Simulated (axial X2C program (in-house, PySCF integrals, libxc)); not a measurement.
## Levels of ZnBi by electron attachment to ZnBi⁺ (EOM-EA-CCSD)

Computed with an axial X2C code built on PySCF integrals: two-component X2C with atomic mean-field Coulomb and Gaunt terms, Gaussian nuclei, basis Bi dyall-acv3z, Zn dyall-acv3z with contracted cores.

R = 2.801 Å (near the PBE0 minimum at charge 0 of the determinant lowest at the starting distance; the state shown can have its own minimum elsewhere).

Hartree–Fock spinors of ZnBi⁺ (one of each Kramers pair; a window near the gap, which can cut inner shells):

```csv
ω,occupied,ε (eV),character
1/2,yes,-27.04,99% Zn d
5/2,yes,-26.97,100% Zn d
3/2,yes,-26.97,100% Zn d
1/2,yes,-24.24,"81% Bi s, 7% Zn d, 7% Zn p"
1/2,yes,-15.23,"70% Bi p, 21% Zn s, 2% Bi s"
1/2,yes,-13.09,"56% Bi p, 31% Zn s, 4% Bi d"
1/2,no,-5.33,"41% Bi p, 31% Zn p, 18% Zn s"
3/2,no,-5.20,"79% Bi p, 16% Zn p, 5% Zn d"
1/2,no,-2.93,"71% Zn p, 18% Bi d, 6% Bi p"
3/2,no,-2.58,"61% Zn p, 19% Bi d, 11% Bi p"
1/2,no,-2.29,"38% Zn s, 27% Zn p, 22% Bi s"
1/2,no,-1.97,"39% Zn s, 29% Zn p, 23% Bi p"
```

Levels of ZnBi obtained by attaching an electron to ZnBi⁺:

```json
{"Ω": "3/2", "binding energy (eV)": "6.146", "above lowest (cm⁻¹)": "0", "attached spinor": "81% Bi pπ, 13% Zn pπ", "one-particle weight": "0.92"}
{"Ω": "1/2", "binding energy (eV)": "6.052", "above lowest (cm⁻¹)": "758", "attached spinor": "32% Bi pσ, 28% Zn pσ, 18% Zn sσ", "one-particle weight": "0.93"}
{"Ω": "1/2", "binding energy (eV)": "3.636", "above lowest (cm⁻¹)": "20241", "attached spinor": "71% Zn pπ, 17% Bi dπ", "one-particle weight": "0.86"}
{"Ω": "3/2", "binding energy (eV)": "3.335", "above lowest (cm⁻¹)": "22671", "attached spinor": "62% Zn pπ, 19% Bi dπ, 11% Bi pπ", "one-particle weight": "0.71"}
{"Ω": "1/2", "binding energy (eV)": "2.737", "above lowest (cm⁻¹)": "27499", "attached spinor": "39% Zn pσ, 28% Bi sσ, 15% Zn sσ", "one-particle weight": "0.82"}
```

This point took 43 s on 1 thread of Intel(R) Xeon(R) Platinum 8259CL CPU @ 2.50GHz (Skylake/Cascade Lake), with other jobs on the host.

Reference electrons by ω block (each with its −ω partner): 1/2: 33, 3/2: 16, 5/2: 6, 7/2: 1. 16 electrons of ZnBi⁺ correlated (inner shells frozen), 88 natural virtual spinors (a truncated set); levels can be off by some tenths of an eV. Roots sought by Ω: (1/2: 5, 3/2: 4, 5/2: 2, 7/2: 1); rows need 60 % one-particle weight and stop where some Ω has no more roots. Missing are any skipped roots, higher Ω and states of a further excitation; these come out far too high here and may in truth be low or lowest. T1 of the reference 0.016 (Lee–Taylor). The reference was not checked to be the lowest state of its species. Number of frozen shells: Bi 5 s, 4 p, 3 d, 1 f; Zn 3 s, 2 p. Left out with split weight: Ω = 3/2 at 3.58 eV (0.17).
